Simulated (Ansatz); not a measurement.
Input for Ansatz (a program for electronic structure): U-CCSD(T)/def2-QZVPP on WN, 2S+1 = 4, a spin state set in the input, which need not be the lowest, a point of a bond scan (R = 1.658 Å). Elements past Kr take the def2 small-core potentials; no spin–orbit coupling. Files ending in .json are basis or fitting sets from the Basis Set Exchange.

Ansatz 0.2 input:
```yaml
crystal:
  periodic: [false, false, false]
  atoms:
    - {symbol: W, position_ang: [0.00000000, 0.00000000, 0.00000000]}
    - {symbol: N, position_ang: [0.00000000, 0.00000000, 1.65760000]}
basis:
  gaussian:
    orbitals: def2-QZVPP.json
    pivot_positions_ang: [[0.00000000, 0.00000000, 0.00000000], [0.00000000, 0.00000000, 1.65760000]]
magnetization: {spin_polarized: true, initial_magnetization: 3}
correlation: {method: ccsd_t, electrons: valence}
output: {orbitals: {seedname: ./end}}
```

Program output:

```
WARN ansatz: RAYON_NUM_THREADS=1 ignored (pool sized by the plan → 1); use --threads N
Functional definition: HF
integrals: 0.45 GiB planned
943 factors; integrals over basis functions are off by at most 3.9e-4 eV
mean field: 0.37 GiB planned
mean field evaluation 1: about -3278.7834 eV, gradient 4.2e1 eV
mean field evaluation 2: about -3278.7838 eV, gradient 4.2e1 eV
mean field evaluation 4: about -3286.3644 eV, gradient 3.6e0 eV
mean field evaluation 8: about -3286.8103 eV, gradient 1.6e0 eV
mean field evaluation 16: about -3287.2394 eV, gradient 4.8e-4 eV
mean field evaluation 32: about -3234.8046 eV, gradient 7.5e2 eV
mean field evaluation 64: about -3287.2394 eV, gradient 1.5e-4 eV
mean field evaluation 96: about -3279.6026 eV, gradient 2.4e-4 eV
mean field evaluation 128: about -3287.1575 eV, gradient 9.0e-1 eV
mean field evaluation 160: about -3261.3067 eV, gradient 7.7e1 eV
mean field evaluation 192: about -3282.7128 eV, gradient 2.0e0 eV
mean field evaluation 224: about -3285.2429 eV, gradient 2.9e-4 eV
mean field evaluation 256: about -3283.1697 eV, gradient 1.3e-3 eV
mean field evaluation 288: about -3284.8263 eV, gradient 9.3e-2 eV
mean field evaluation 320: about -3281.7936 eV, gradient 2.3e-3 eV
mean field evaluation 352: about -3284.0664 eV, gradient 1.4e-1 eV
mean field evaluation 384: about -3284.0678 eV, gradient 2.8e-3 eV
mean field evaluation 416: about -3284.2452 eV, gradient 1.0e0 eV
mean field -3287.23944029 eV, -120.8038212599 hartree, gradient 1.3e-6 eV, S^2 4.450953; 12 other end points of the search recorded, 0 dependent functions left out
determinant -3287.23944029 eV, -120.8038212599 hartree, with singles and doubles -3304.39914271 eV, -121.4344286923 hartree
determinant -3285.24285734 eV, -120.7304481897 hartree, with singles and doubles -3302.21099714 eV, -121.3540158258 hartree
determinant -3284.82908775 eV, -120.7152424378 hartree, with singles and doubles -3301.01848405 eV, -121.3101917782 hartree
determinant -3284.21278574 eV, -120.6925937565 hartree, with singles and doubles -3300.92641286 eV, -121.3068082244 hartree
determinant -3284.06777297 eV, -120.6872646356 hartree, with singles and doubles -3299.87430182 eV, -121.2681438568 hartree
1 core orbitals not correlated
reference -3287.23944029 eV, -120.8038212599 hartree; 11, 8 occupied and 126, 129 virtual orbitals, 943 factors
second order -17.25667167 eV of doubles, -0.00000000 eV of singles
coupled cluster: 1.42 GiB planned
cycle   1  -17.07977968 eV  change    -1.2e0 eV  update   3.3e-2
cycle   2  -17.15138910 eV  change   -7.2e-2 eV  update   1.3e-2
cycle   3  -17.15743778 eV  change   -6.0e-3 eV  update   8.9e-3
cycle   4  -17.18137707 eV  change   -2.4e-2 eV  update   4.8e-3
cycle   5  -17.19411629 eV  change   -1.3e-2 eV  update   2.2e-3
cycle   6  -17.19965165 eV  change   -5.5e-3 eV  update   9.8e-4
cycle   7  -17.20092942 eV  change   -1.3e-3 eV  update   3.5e-4
cycle   8  -17.20161498 eV  change   -6.9e-4 eV  update   2.1e-4
cycle   9  -17.20166181 eV  change   -4.7e-5 eV  update   1.0e-4
cycle  10  -17.20164579 eV  change    1.6e-5 eV  update   5.6e-5
cycle  11  -17.20165819 eV  change   -1.2e-5 eV  update   2.9e-5
cycle  12  -17.20165355 eV  change    4.6e-6 eV  update   1.2e-5
coupled cluster: 1.43 GiB planned
perturbative correction -1.01106890 eV, -0.0371560969 hartree
Total energy: -3305.45216275 eV, -121.4731264651 hartree
```

Self-consistency was reached. Its determinant has ⟨S²⟩ = 4.45, a mixture of spin states.

Cost: about 60 core-seconds (a rough figure).
